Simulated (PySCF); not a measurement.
# Exact simulation of a proton spin system

Molecule: BeMe(vinyl) (SMILES C=[CH][Be][CH3]).

Geometry:
| atom | x (Å) | y (Å) | z (Å) |
| --- | --- | --- | --- |
| Be1 | -0.087 | -0.332 | 0.386 |
| C2 | -0.085 | -0.313 | 2.063 |
| H3 | -0.747 | 0.469 | 2.478 |
| H4 | 0.921 | -0.133 | 2.483 |
| H5 | -0.434 | -1.274 | 2.483 |
| C6 | -0.091 | -0.345 | -1.290 |
| C7 | 0.200 | 0.740 | -2.030 |
| H8 | -0.335 | -1.251 | -1.867 |
| H9 | 0.460 | 1.706 | -1.578 |
| H10 | 0.197 | 0.733 | -3.129 |

[PySCF 2.14: geometry from PBE0-D3(BJ)/def2-SVP; spin–spin couplings from B3LYP/pcJ-1 (without the spin–dipole term); PBE0/pcSseg-1 with gauge-including orbitals; no solvent; single conformer; fast rotation and ring inversion assumed for equivalent nuclei; no relativistic terms]

Chemical shifts δ = σref − σ; TMS for 1H (σref 31.27), all at this level.

The 3-spin Hamiltonian (Zeeman plus full scalar coupling among like nuclei) was diagonalised exactly; lines are Lorentzian, 0.5 Hz wide, and the maxima above 3 % are listed with the tallest set to 100.

Peak list at 800 MHz for the spins H8/H9/H10:
```csv
Hz,ppm,height
5213.0,6.516,67
5210.7,6.513,70
5190.8,6.488,97
5189.4,6.487,100
5091.9,6.365,56
5072.0,6.340,41
5068.3,6.335,37
5048.4,6.311,29
```

**Question.** Extract the chemical shifts and coupling constants behind this pattern (give the signs of the calculation).

**Answer.** 
Shifts (ppm): H8 6.34, H9/H10 6.50.
Couplings (Hz): H8–H9, H8–H10: 21.9; H9–H10: 5.1.
These are the parameters used. A line list fixes at most the relative signs, and those only where coupling is strong; other parameter sets or atom labellings may fit too, and couplings well below the line width leave little trace.

Unscaled 3J(H,H) at this level run about 10 % above measured values.
